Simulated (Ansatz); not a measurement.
Saddle point of BH₃BrCl, closed shell (BH₂Cl ([BH2][Cl]) + HBr → BH₂Br ([BH2][Br]) + HCl; bonds formed: B1–Br6, Cl2–H5; bonds broken: B1–Cl2, H5–Br6), PBE0-D4/def2-TZVP structure:

```tsv
atom	x (Å)	y (Å)	z (Å)
B1	-0.4883	-0.2720	-0.2726
Cl2	1.2738	0.1611	-1.0070
H3	-0.5985	-1.4480	-0.1576
H4	-1.3108	0.4325	-0.7579
H5	1.1524	0.5983	0.5067
Br6	-0.0286	0.5281	1.6886
```

Energies are electronic, without zero-point energy. Barriers and step energies count from the start structure reached by relaxing down the imaginary mode; all methods use the PBE0-D4 structures, on which another method's saddle can fall below an end. Program: Ansatz 0.2.0. Basis: def2-TZVPP, with def2-QZVPP for the basis limit. Cores are frozen in the correlated methods. Filled d shells of the heavier atoms are correlated. The def2 sets are not built for correlating such inner shells, so the correlated values are less sure here. B3LYP uses VWN-RPA correlation. Extrapolation: Hartree–Fock as exp(−7.88 √X), correlation as X^−2.97.

| method | barrier (eV) | step energy (eV) |
| --- | --- | --- |
| SPW92 | 0.000 | 0.095 |
| PBE-D4 | ? | 0.092 |
| BLYP-D4 | ? | 0.107 |
| r2SCAN-D4 | 0.456 | 0.092 |
| B97M-V | ? | 0.115 |
| PBE0-D4 | 0.464 | 0.087 |
| B3LYP-D4 | 0.674 | 0.103 |
| r2SCAN0-D4 | 0.551 | 0.087 |
| BHLYP-D4 | 0.872 | 0.098 |
| CAM-B3LYP-D4 | 0.738 | 0.111 |
| wB97X-V | 0.720 | 0.097 |
| wB97M-V | 0.683 | 0.096 |
| B2PLYP | 0.707 | 0.093 |
| PBE-QIDH | 0.577 | 0.077 |
| RPA on PBE | 0.715 | 0.074 |
| HF | 1.434 | 0.100 |
| MP2 | 0.599 | 0.068 |
| CCSD | 0.861 | 0.079 |
| CCSD(T) | 0.729 | 0.077 |

Task: Fill in the withheld barriers. (To be estimated.)

Result: Computed: BLYP-D4 0.575; B97M-V 0.720; PBE-D4 0.318 eV. Each is the energy of the saddle less that of the start structure, by the same method.

For comparison, the barrier by CCSD(T) at an estimated basis limit (MP2 extrapolated from triple and quadruple zeta, plus CCSD(T) − MP2 in triple zeta) is 0.680 eV.

T1 diagnostic: at most 0.010. The start structure is not quite a true minimum (one mode of 29i cm⁻¹).

Labels in which every atom is bracketed show which atoms are joined, not bond orders.

For scale, one of the runs: CCSD(T)/def2-TZVPP, 163 basis functions, launched by `ansatz run in.yaml --threads 2 --pin off --events-out ev --progress --plain --max-ram 4352MiB`. Time: 120 s of wall clock on 2 CPU threads; the host was shared. Peak host memory: 1.3 GiB.
